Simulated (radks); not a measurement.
Results of a calculation; reference values are marked as such.
The rhenium ion Re2+, [Xe] 4f14 5d5. Code: a radial shooting solver on a logarithmic mesh with Libxc functionals. Model: non-relativistic Kohn-Sham, exchange-only PBE, spin-polarised, spherical densities, point nucleus. Every spin shell is full or empty, so the densities are truly spherical. Functionals are evaluated on that one density, not self-consistently. Rank these orbital-free kinetic functionals by their error against the exact value of the orbitals, and give that value: Thomas-Fermi, von Weizsacker, TF + vW, TF + vW/9, TF + vW/5, LC94, APBEK, revAPBEK, Thakkar, Pearson, LKT, PG1.

Answer. Exact: 15783.0 hartree. From best to worst, with 100 (|E| - |E exact|)/|E exact| (equal figures are ties): APBEK +0.01, LC94 -0.02, revAPBEK +0.16, TF + vW/9 -0.73, Thakkar -0.79, Pearson -0.89, TF + vW/5 +2.49, Thomas-Fermi -4.75, PG1 +12.70, LKT +16.29, TF + vW +31.46, von Weizsacker -63.79.
